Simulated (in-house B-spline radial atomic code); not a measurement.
Configurations of Tb, with energies counted from [Xe] 4f9 6s2. Method: Dirac-Hartree-Fock, average of configuration, Fermi nucleus of rms radius 5.06 fm. Calculated with an all-electron radial atomic-structure program (B-spline basis). Energies include first-order Breit, QED and recoil terms.

Occupations are held fixed; configurations that lie above the ionisation limit could autoionise.

| configuration | E - E(ref) (eV) | highest orbital | its <r> (bohr) |
| --- | --- | --- | --- |
| [Xe] 4f9 6s1 6p1 | 1.6812 | 6p3/2 | 6.15 |
| [Xe] 4f9 6s1 8p1 | 4.0883 | 8p3/2 | 26.07 |
| [Xe] 4f9 5g1 6s1 | 4.312 | 5g9/2 | 27.5 |
| [Xe] 4f8 6s2 9p1 | 5.1996 | 9p3/2 | 38.59 |
| [Xe] 4f8 6s2 6g1 | 5.3442 | 6g9/2 | 43.99 |
| [Kr] 4d10 4f9 5s2 5p5 6s2 8s1 | 27.966 | 8s1/2 | 19.81 |
| [Kr] 4d10 4f9 5s2 5p5 6s2 8d1 | 28.514 | 8d5/2 | 38.26 |
| [Kr] 4d10 4f9 5s2 5p5 6s2 10s1 | 28.582 | 10s1/2 | 47.62 |

Problem. Order these further configurations by energy, lowest first.
A. [Kr] 4d9 4f9 5s2 5p6 6s2 9s1
B. [Xe] 4f9 6s1 9d1
C. [Xe] 4f8 6s2 10d1
D. [Kr] 4d9 4f9 5s2 5p6 6s2 10s1
E. [Xe] 4f9 6s1 6g1

Solution. E (4.4783 eV), B (4.5234 eV), C (5.4605 eV), A (158.58 eV), D (158.79 eV).

Problem. How far above the reference does [Xe] 4f8 5g1 6s2 lie?

Solution. 5.1779 eV; its least bound orbital is 5g9/2 with <r> = 27.5 bohr.

Problem. How far above the reference does [Kr] 4d10 4f9 5s2 5p5 5d1 6s2 lie?

Solution. 24.276 eV; its least bound orbital is 5d5/2 with <r> = 2.865 bohr.

Problem. How far above the reference does [Xe] 4f8 6s2 10p1 lie?

Solution. 5.3576 eV; its least bound orbital is 10p3/2 with <r> = 55.51 bohr.
